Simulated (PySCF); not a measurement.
## Electronic absorption of C2H11BN2

Species: C₂H₁₁BN₂.
Atom-mapped SMILES: `[CH3:1][NH:2][BH2-:3][NH2+:4][CH3:5]` (hydrogens: H6, H7, H8 on C1; H9 on N2; H10, H11 on B3; H12, H13 on N4; H14, H15, H16 on C5)

Method used: PySCF, TDDFT B3LYP/def2-SVPD, vertical, gas phase, core orbitals frozen in the response. The structure is a single PBE0-D3(BJ)/def2-SVP conformer in the gas phase; no vibrational or solvent corrections. Torsions of this conformer, `[CH3:1][NH:2][BH2-:3][NH2+:4][CH3:5]`: C1–N2–B3–N4 103°, N2–B3–N4–C5 -179°.

Question: List the vertical singlet excitations with oscillator strengths and describe the spectrum.

Answer: 

```csv
state,E (eV),E (hartree),f,|μ| (D),"main configurations (H = HOMO, L = LUMO)"
S1,4.54,0.1669,0.022,1.14,H→L (98%)
S2,5.34,0.1963,0.0022,0.33,"H→L+1 (86%), H→L+3 (10%)"
S3,5.63,0.2070,0.012,0.74,H→L+2 (92%)
S4,5.83,0.2144,0.050,1.50,"H→L+3 (86%), H→L+1 (8%)"
S5,6.34,0.2328,0.014,0.77,H→L+4 (96%)
S6,6.43,0.2362,0.0073,0.55,H-1→L (97%)
S7,6.65,0.2444,0.020,0.90,H→L+5 (94%)
S8,6.88,0.2527,0.011,0.65,H→L+6 (90%)
S9,7.26,0.2668,0.017,0.78,H→L+7 (89%)
S10,7.40,0.2719,0.010,0.61,H-1→L+1 (97%)
```

Triplets (Tamm–Dancoff): T1 4.37 eV, H→L (95%); T2 5.23 eV, H→L+1 (77%), H→L+3 (12%); T3 5.55 eV, H→L+2 (92%); T4 5.74 eV, H→L+3 (85%), H→L+1 (11%).

The lowest singlet lies at 4.54 eV (273 nm, ultraviolet) and is weak; its leading configuration is HOMO→LUMO (98%). The strongest level in the table is S4 at 5.83 eV (213 nm, f = 0.050). Löwdin shares by element: HOMO nitrogen 57% or more, carbon 11% or more, boron 8%, hydrogen 6% or more (atoms not listed hold the other 18%); LUMO hydrogen 29% or more, carbon 19% or more, boron 14% (atoms not listed hold the other 38%). Orbital energies (eV): HOMO-3 -9.04, HOMO-2 -8.83, HOMO-1 -7.41, HOMO -5.42, LUMO -0.12, LUMO+1 0.78, LUMO+2 1.12. Weighted by f, the mean energy of these states is 6.12 eV. The listed states span 2.86 eV, and the widest gap between neighbours is 0.80 eV (S1 to S2). No computed singlet lies in the visible range (380 to 750 nm); the lowest, at 273 nm, stands 1.28 eV above its violet end (3.26 eV). All these states lie below the vertical ionisation energy of 7.76 eV (ΔSCF). Only the lowest 10 singlets were computed, as vertical energies without vibronic structure.
